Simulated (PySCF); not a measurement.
A structure optimised at B3LYP-D3(BJ)/def2-SVP, used in a PySCF frequency run:

```xyz
10

O     -0.3838     0.5466     1.8273
C     -0.0946     0.2199     0.7003
Si     1.7390     0.3539     0.0506
C     -1.1741    -0.3083    -0.2558
F     -1.1858     0.4857    -1.3569
F     -0.8199    -1.5607    -0.6409
H      2.5731    -0.4495     0.9834
H      1.8818    -0.1401    -1.3432
H      2.1088     1.7920     0.1386
H     -2.1751    -0.3250     0.2083
```
Charge 0, spin multiplicity 1.

Task: Write its SMILES and formula.

Result: O=C([SiH3])C(F)F, C2H4F2OSi

Task: What are its rotational constants (standard atomic weights)?

Result: 3.6080, 2.0927, 1.7810 GHz
